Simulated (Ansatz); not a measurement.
`[F][Zr]([F])([F])[SeH]` and `[F][Hf]([F])([F])[SeH]` differ in one element.

Ansatz, PBE0-D4/def2-TZVP geometries, multiplicity 1. Each molecule was computed in one conformer, which needn't be the lowest.

Elements past krypton have def2 core potentials. Scalar relativity is left out up to krypton.

| property | `[F][Zr]([F])([F])[SeH]` |
| --- | --- |
| HOMO–LUMO gap (B3LYP/def2-TZVPP) / eV | 5.28 |
| LUMO energy (B3LYP/def2-TZVPP) / eV | -2.19 |
| HOMO–LUMO gap (ωB97M-V/def2-TZVPP) / eV | 9.98 |
| LUMO energy (ωB97M-V/def2-TZVPP) / eV | 0.18 |
| size of the dipole moment (PBE/def2-TZVPP) / D | 0.35 |
| LUMO energy (PBE0/def2-TZVPP) / eV | -1.95 |

**Question.** Give the same properties after the change, and the shifts. (An estimate is asked.)

**Answer.** Computed: 
```json
{"property": "HOMO–LUMO gap (B3LYP/def2-TZVPP) / eV", "`[F][Hf]([F])([F])[SeH]`": "5.74", "shift": "0.46"}
{"property": "LUMO energy (B3LYP/def2-TZVPP) / eV", "`[F][Hf]([F])([F])[SeH]`": "-1.74", "shift": "0.45"}
{"property": "HOMO–LUMO gap (ωB97M-V/def2-TZVPP) / eV", "`[F][Hf]([F])([F])[SeH]`": "10.25", "shift": "0.27"}
{"property": "LUMO energy (ωB97M-V/def2-TZVPP) / eV", "`[F][Hf]([F])([F])[SeH]`": "0.43", "shift": "0.25"}
{"property": "size of the dipole moment (PBE/def2-TZVPP) / D", "`[F][Hf]([F])([F])[SeH]`": "0.42", "shift": "0.07"}
{"property": "LUMO energy (PBE0/def2-TZVPP) / eV", "`[F][Hf]([F])([F])[SeH]`": "-1.50", "shift": "0.45"}
```

Dipoles are sizes alone; their direction can turn.

B3LYP here is the variant with VWN-RPA as its local correlation; programs differ in this.

Spin–orbit coupling is left out; it splits and shifts lone-pair levels of the heavy atoms by tenths of an eV.
